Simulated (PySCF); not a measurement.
Gas-phase reaction: 3 In(CH₃)₃.NH₃ + C₃H₆ (cyclic) → 3 In(CH₃)₂NH₂ + 6 CH₃. Level: ωB97M-V/def2-TZVP†; standard pressure 1 bar.

Method: PySCF energies plus ideal-gas RRHO corrections (1 bar). † marks an energy on the PBE0/def2-TZVP geometry and frequencies. Open shells (unrestricted): CH₃ (multiplicity 2); the rest are closed-shell singlets. In: scalar-relativistic def2 core potential, no spin-orbit coupling. Adducts (In(CH₃)₃.NH₃) have no counterpoise correction, and HF, PBE, BLYP, B3LYP and PBE0 lack dispersion. Methyl groups turn as free rotors in In(CH₃)₂NH₂. In(CH₃)₃.NH₃, In(CH₃)₂NH₂: computed as isolated molecules; such fragments, hydroxides, amides, oligomers or adducts are transient or little studied in the gas. The harmonic model lacks anharmonicity and excited electronic states, which grow with temperature; levels with a mode under 35 cm⁻¹ are left out. Soft modes under 120 cm⁻¹ make the harmonic entropy rough for In(CH₃)₃.NH₃, In(CH₃)₂NH₂.

| T (K) | 1000/T (1/K) | log10 K |
|---|---|---|
| 600 | 1.6667 | -60.02 |
| 800 | 1.2500 | -36.19 |
| 1000 | 1.0000 | -22.06 |
| 1200 | 0.8333 | -12.78 |
| 1400 | 0.7143 | ? |
| 1600 | 0.6250 | -1.46 |

### Question
Fit log10 K = a + b·(1000/T) to the five rows, get the mean ΔH° and ΔS°, and predict log10 K at 1400 K.

### Answer
Means: 1000/T = 1.0750, log10 K = -26.502. Sums of products about the means: Sxy = -36.44666, Sxx = 0.647278, so b = Sxy/Sxx = -56.31 and a = -26.502 − (-56.31)×1.0750 = 34.03.
ΔH° = −R ln 10 × 1000 K × b = −19.145 × (-56.31) = 1078 kJ; ΔS° = R ln 10 × a = 652 J/K. The run's own values go from 1100 kJ and 684 J/K at 600 K to 1020 kJ and 609 J/K at 1600 K.
Prediction at 1400 K: 34.03 + (-56.31)×0.7143 = -6.19. The computed value is -6.26, 0.07 from the line.
For scale, ΔH°(298 K) is 1104 kJ at this level, 1101 kJ at ωB97X-V/def2-TZVP†, and runs from 619 to 1344 kJ over the 14 levels computed.
